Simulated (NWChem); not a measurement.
System: C$_{4}$H$_{8}$O; SMILES C(C)(OC)=C

Input file for NWChem:

```
start job
memory heap 200 mb stack 900 mb global 1100 mb
geometry units angstroms
  C      1.441599    -0.454632     0.000000
  C      0.098964    -0.475529     0.000000
  C     -0.726973    -1.720290     0.000000
  O     -0.698516     0.615089     0.000000
  C     -0.095767     1.877512     0.000000
  H      1.990410    -1.396287     0.000000
  H      2.024470     0.466539     0.000000
  H     -1.381824    -1.740731     0.885381
  H     -1.381824    -1.740731    -0.885381
  H     -0.097035    -2.618099     0.000000
  H     -0.905133     2.619110     0.000000
  H      0.532431     2.028397    -0.896208
  H      0.532431     2.028397     0.896208
end
basis spherical
  * library 6-31g*
end
dft
  xc b3lyp
  iterations 150
end
driver
  maxiter 120
end
task dft optimize
```

The level has its own optimisation. Brackets give each atom's bonded neighbours.

Q: What results follow from this input? (B3LYP/6-31G* (spherical d).) Quantities: r C–C [C(CCO)–C(CHH)] (Å); r C–H [C(CHH)–H(C)] (Å); r C–C [C(CCO)–C(CHHH)] (Å); r C–O [C(CCO)–O(CC)] (Å); dipole (D).

A: 
```
Property                    Value
--------------------------  -----
r C–C [C(CCO)–C(CHH)] (Å)   1.341
r C–H [C(CHH)–H(C)] (Å)     1.083
r C–C [C(CCO)–C(CHHH)] (Å)  1.503
r C–O [C(CCO)–O(CC)] (Å)    1.367
dipole (D)                   0.61
```
